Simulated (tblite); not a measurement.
Species: C₄H₆F₃O₂ (doublet state).
SMILES with atom numbers: `[CH3:1][C@@H:2]([CH2:3][O:4])[O:5][C:6]([F:7])([F:8])[F:9]` (hydrogens: H10, H11, H12 on C1; H13 on C2; H14, H15 on C3)

Computed with GFN2-xTB (tblite), gas phase: L-BFGS steps from a force-field or distance-geometry start until the largest atomic force falls under 0.01 eV/Å.

At the end of the run (lengths in Å): C3–O4 1.300, C2–O5 1.453, C6–F7 1.328, O5–C6 1.316, C1–H11 1.087, C2–H13 1.097, C6–F9 1.347, F8–C6–F9 104.9°, O5–C6–F9 113.7°, C3–C2–O5 105.3°, C2–C3–O4 116.6°, C1–C2–C3–O4 -58°, C1–C2–O5–C6 84°, C2–O5–C6–F7 176°, H13–C2–C3–O4 63°, H14–C3–C2–C1 174°.

Question: These geometries were met on the way; a selection of coordinates is given. Order them by energy above the end point, lowest first.
A. C3–O4 1.302, C2–O5 1.452, C6–F7 1.327, O5–C6 1.316, C1–H11 1.086, C2–H13 1.096, C6–F9 1.338, F8–C6–F9 105.1°, O5–C6–F9 114.6°, C3–C2–O5 107.0°, C2–C3–O4 116.8°, C1–C2–C3–O4 -169°, C1–C2–O5–C6 117°, C2–O5–C6–F7 -179°, H13–C2–C3–O4 -45°, H14–C3–C2–C1 65°
B. C3–O4 1.305, C2–O5 1.442, C6–F7 1.321, O5–C6 1.319, C1–H11 1.084, C2–H13 1.094, C6–F9 1.332, F8–C6–F9 104.7°, O5–C6–F9 115.0°, C3–C2–O5 110.2°, C2–C3–O4 115.0°, C1–C2–C3–O4 178°, C1–C2–O5–C6 124°, C2–O5–C6–F7 180°, H13–C2–C3–O4 -63°, H14–C3–C2–C1 56°
C. C3–O4 1.316, C2–O5 1.437, C6–F7 1.345, O5–C6 1.330, C1–H11 1.103, C2–H13 1.093, C6–F9 1.357, F8–C6–F9 110.7°, O5–C6–F9 109.2°, C3–C2–O5 110.4°, C2–C3–O4 112.4°, C1–C2–C3–O4 178°, C1–C2–O5–C6 119°, C2–O5–C6–F7 -179°, H13–C2–C3–O4 -64°, H14–C3–C2–C1 59°
D. C3–O4 1.302, C2–O5 1.457, C6–F7 1.328, O5–C6 1.317, C1–H11 1.086, C2–H13 1.095, C6–F9 1.346, F8–C6–F9 104.8°, O5–C6–F9 114.0°, C3–C2–O5 106.8°, C2–C3–O4 117.0°, C1–C2–C3–O4 -124°, C1–C2–O5–C6 93°, C2–O5–C6–F7 -178°, H13–C2–C3–O4 -1°, H14–C3–C2–C1 110°
E. C3–O4 1.395, C2–O5 1.379, C6–F7 1.395, O5–C6 1.375, C1–H11 1.138, C2–H13 1.143, C6–F9 1.387, F8–C6–F9 113.3°, O5–C6–F9 106.7°, C3–C2–O5 112.1°, C2–C3–O4 111.1°, C1–C2–C3–O4 180°, C1–C2–O5–C6 116°, C2–O5–C6–F7 180°, H13–C2–C3–O4 -66°, H14–C3–C2–C1 63°

Answer: D (0.081 eV), A (0.134 eV), B (0.218 eV), C (0.386 eV), E (0.909 eV).

```csv
step,E above end (eV),"rms distance from the end, all atoms (Å)",largest force (eV/Å),rms shift of all bonds from the end (Å)
70,0.081,0.530,0.160,0.003
38,0.134,0.870,0.145,0.004
4,0.218,0.980,0.306,0.007
1,0.386,0.986,1.268,0.013
0,0.909,0.994,2.834,0.047
```

Rows stand in the order of the answer.
